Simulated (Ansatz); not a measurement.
`BC=C=C=C` → B• + 4 C• + 5 H•  (atomization)

Calculated with Ansatz (gas phase, PBE0-D4/def2-TZVP geometries, no zero-point term in ΔE). CCSD(T)/CBS adds triple-zeta CCSD(T) − MP2 to the extrapolated MP2 energy (def2 sets, frozen cores). This one scheme is used for every species, atoms too. Open shells (•) are unrestricted, without spin–orbit coupling. Spin–orbit coupling would lower the free atoms: a little for B, C.

`BC=C=C=C`:

```xyz
10

B    -1.787   -0.367    1.382
C    -0.399    0.280    1.310
C     0.315    0.223    0.195
C     0.966    0.149   -0.883
C     1.644    0.073   -2.004
H    -2.225   -0.925    0.420
H    -2.428   -0.313    2.391
H     0.041    0.800    2.160
H     1.241   -0.437   -2.873
H     2.631    0.516   -2.099
```

```json
{"species": "`BC=C=C=C`", "HF/def2-QZVPP energy (Eh)": "-179.02628"}
{"species": "B•", "HF/def2-QZVPP energy (Eh)": "-24.53309"}
{"species": "C•", "HF/def2-QZVPP energy (Eh)": "-37.69363"}
{"species": "H•", "HF/def2-QZVPP energy (Eh)": "-0.49998"}
```

Work out ΔE.

ΔE = 5 × (-0.49998) + 4 × (-37.69363) + (-24.53309) − (-179.02628) = 1.21877 Eh = +33.16 eV. CCSD(T)/CBS gives +44.16 eV.

Largest T1 diagnostic among the species: 0.014.

Leaving LDA and LC-ωPBE aside and taking each functional with its dispersion term where it has one, the values, not all of them listed here, spread over 2.82 eV, from BHLYP-D4 to PBE-D4. LDA lies +5.17 eV from PBE without D4, its usual overbinding. In def2-TZVPP, CCSD(T) changes the Hartree–Fock value by +10.04 eV (the triples alone add +0.82 eV) and MP2 by +11.03 eV; breaking electron pairs costs correlation energy, which Hartree–Fock lacks.

For atomizations the MP2-based limit and the directly extrapolated one differ by several kJ/mol either way, and by 10 to 25 for some Ge, Se and Sn compounds, so smaller differences from it don't rank the levels.
